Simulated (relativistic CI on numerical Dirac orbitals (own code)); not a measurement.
# Ce4+: 4p photoemission

Computed with this model: Dirac-Coulomb-Breit CI, orbitals from a KLI potential per configuration, QED by a radiative potential, valence Slater integrals scaled by 0.8, multiplet model of photoemission in the sudden approximation; configurations [Kr] 4d10 5s2 5p6 → [Ar] 3d10 4s2 4p5 4d10 5s2 5p6; 80 K; Lorentzian 2.5 eV and Gaussian 0.7 eV FWHM. Energies are those of the free ion, without screening or charge transfer. The energies are binding energies and can lie tens of eV above those of solids. S is read from ⟨S²⟩ = S(S + 1).

Computed curve for free ion, scaled to 100 at the maximum (points under 2 are left out and the grid is thinned):

```json
{"Energy (eV)": "265.6", "Intensity": "2.1"}
{"Energy (eV)": "266.4", "Intensity": "2.6"}
{"Energy (eV)": "267.2", "Intensity": "3.1"}
{"Energy (eV)": "268.4", "Intensity": "4.3"}
{"Energy (eV)": "269.2", "Intensity": "5.6"}
{"Energy (eV)": "270.0", "Intensity": "7.6"}
{"Energy (eV)": "270.8", "Intensity": "10.8"}
{"Energy (eV)": "272.0", "Intensity": "20.8"}
{"Energy (eV)": "272.8", "Intensity": "36.1"}
{"Energy (eV)": "273.6", "Intensity": "66.5"}
{"Energy (eV)": "274.4", "Intensity": "100.0"}
{"Energy (eV)": "275.6", "Intensity": "66.5"}
{"Energy (eV)": "276.4", "Intensity": "36.2"}
{"Energy (eV)": "277.2", "Intensity": "20.9"}
{"Energy (eV)": "278.0", "Intensity": "13.3"}
{"Energy (eV)": "278.8", "Intensity": "9.2"}
{"Energy (eV)": "280.0", "Intensity": "5.9"}
{"Energy (eV)": "280.8", "Intensity": "4.7"}
{"Energy (eV)": "281.6", "Intensity": "3.9"}
{"Energy (eV)": "282.4", "Intensity": "3.3"}
{"Energy (eV)": "283.6", "Intensity": "2.8"}
{"Energy (eV)": "284.4", "Intensity": "2.6"}
{"Energy (eV)": "285.2", "Intensity": "2.6"}
{"Energy (eV)": "286.0", "Intensity": "2.6"}
{"Energy (eV)": "287.2", "Intensity": "2.9"}
{"Energy (eV)": "288.0", "Intensity": "3.3"}
{"Energy (eV)": "288.8", "Intensity": "4.0"}
{"Energy (eV)": "289.6", "Intensity": "5.1"}
{"Energy (eV)": "290.4", "Intensity": "7.1"}
{"Energy (eV)": "291.6", "Intensity": "13.8"}
{"Energy (eV)": "292.4", "Intensity": "24.6"}
{"Energy (eV)": "293.2", "Intensity": "42.9"}
{"Energy (eV)": "294.0", "Intensity": "50.5"}
{"Energy (eV)": "295.2", "Intensity": "25.2"}
{"Energy (eV)": "296.0", "Intensity": "14.0"}
{"Energy (eV)": "296.8", "Intensity": "8.5"}
{"Energy (eV)": "297.6", "Intensity": "5.7"}
{"Energy (eV)": "298.8", "Intensity": "3.5"}
{"Energy (eV)": "299.6", "Intensity": "2.7"}
{"Energy (eV)": "300.4", "Intensity": "2.1"}
```

The ground state has S = 0.00, and the centroid lies at 281.01 eV.
